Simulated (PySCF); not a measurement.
Ga(F)(Br)(NH2), SMILES [F][Ga]([NH2])[Br], PBE0/def2-SVP optimised geometry.

```
6

Ga    -0.54    -0.17     0.00
F     -1.36    -1.71    -0.01
Br    -1.81     1.71     0.00
N      1.25    -0.17     0.00
H      1.81     0.68     0.04
H      1.80    -1.02     0.02
```

Density from PBE0/def2-TZVP (PySCF 2.14.0) at that geometry.

Minimum of the electron density along straight lines between bonded atoms, close to the bond critical point (lines longer than 1.1 times the sum of covalent radii, or with two minima, are not listed):

```csv
bond,length / Å,ρ at the minimum / e bohr⁻³,∇²ρ there / e bohr⁻⁵,position (fraction from the first atom)
Ga1–F2,1.746,0.135,…,0.49
Ga1–Br3,2.265,0.090,0.17,0.43
Ga1–N4,1.788,…,…,0.48
N4–H5,1.011,0.334,-1.67,0.74
N4–H6,1.012,0.333,-1.66,0.74
```

Question: Fill in the missing entries.

Answer: 
- Ga1–F2, ∇²ρ there / e bohr⁻⁵: 0.87
- Ga1–N4, ρ at the minimum / e bohr⁻³: 0.144
- Ga1–N4, ∇²ρ there / e bohr⁻⁵: 0.61
